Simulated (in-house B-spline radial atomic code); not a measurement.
Whole-atom quantities along the 40-electron series, configuration [Kr] 4d4. Computed with a radial B-spline atomic code at the basis-set limit: non-relativistic Hartree-Fock, average of the configuration, point nuclei.

This level leaves out relativity, spin-orbit splitting included, which matters for heavy ions.

```json
{"ion": "Sn10+", "Z": "50", "E/Z² (Eh)": "-2.3966", "Σ<r²> (bohr²)": "12.466", "n(0)/Z³ (bohr⁻³)": "0.70373", "Lamb diamagnetic shielding (ppm)": "4957.63", "repulsion over attraction": "0.14192"}
{"ion": "Sb11+", "Z": "51", "E/Z² (Eh)": "?", "Σ<r²> (bohr²)": "?", "n(0)/Z³ (bohr⁻³)": "?", "Lamb diamagnetic shielding (ppm)": "?", "repulsion over attraction": "?"}
{"ion": "Te12+", "Z": "52", "E/Z² (Eh)": "-2.4274", "Σ<r²> (bohr²)": "10.683", "n(0)/Z³ (bohr⁻³)": "0.70515", "Lamb diamagnetic shielding (ppm)": "5198.34", "repulsion over attraction": "0.13799"}
{"ion": "I13+", "Z": "53", "E/Z² (Eh)": "-2.4421", "Σ<r²> (bohr²)": "9.9434", "n(0)/Z³ (bohr⁻³)": "0.70583", "Lamb diamagnetic shielding (ppm)": "5318.62", "repulsion over attraction": "0.13607"}
{"ion": "Xe14+", "Z": "54", "E/Z² (Eh)": "-2.4564", "Σ<r²> (bohr²)": "9.2833", "n(0)/Z³ (bohr⁻³)": "0.70649", "Lamb diamagnetic shielding (ppm)": "5438.86", "repulsion over attraction": "0.13419"}
{"ion": "Cs15+", "Z": "55", "E/Z² (Eh)": "?", "Σ<r²> (bohr²)": "?", "n(0)/Z³ (bohr⁻³)": "?", "Lamb diamagnetic shielding (ppm)": "?", "repulsion over attraction": "?"}
{"ion": "Ba16+", "Z": "56", "E/Z² (Eh)": "-2.4838", "Σ<r²> (bohr²)": "8.1575", "n(0)/Z³ (bohr⁻³)": "0.70775", "Lamb diamagnetic shielding (ppm)": "5679.23", "repulsion over attraction": "0.13053"}
{"ion": "La17+", "Z": "57", "E/Z² (Eh)": "-2.4969", "Σ<r²> (bohr²)": "7.6742", "n(0)/Z³ (bohr⁻³)": "0.70836", "Lamb diamagnetic shielding (ppm)": "5799.37", "repulsion over attraction": "0.12875"}
{"ion": "Ce18+", "Z": "58", "E/Z² (Eh)": "-2.5097", "Σ<r²> (bohr²)": "7.2349", "n(0)/Z³ (bohr⁻³)": "0.70894", "Lamb diamagnetic shielding (ppm)": "5919.49", "repulsion over attraction": "0.12701"}
```

(1) Fill in the row of Sb11+.

(2) Fill in the row of Cs15+.

(3) With what power of Z does the column «Σ<r²> (bohr²)» change over this range?

## Answers

(1) E/Z² (Eh): -2.4122; Σ<r²> (bohr²): 11.518; n(0)/Z³ (bohr⁻³): 0.70445; Lamb diamagnetic shielding (ppm): 5078.02; repulsion over attraction: 0.13994.

(2) E/Z² (Eh): -2.4703; Σ<r²> (bohr²): 8.6912; n(0)/Z³ (bohr⁻³): 0.70713; Lamb diamagnetic shielding (ppm): 5559.06; repulsion over attraction: 0.13234.

(3) A fit of the logarithm of its size against log Z from Z = 50 to 58 has slope -3.66. Unscreened non-relativistic hydrogenic orbitals would give -2.
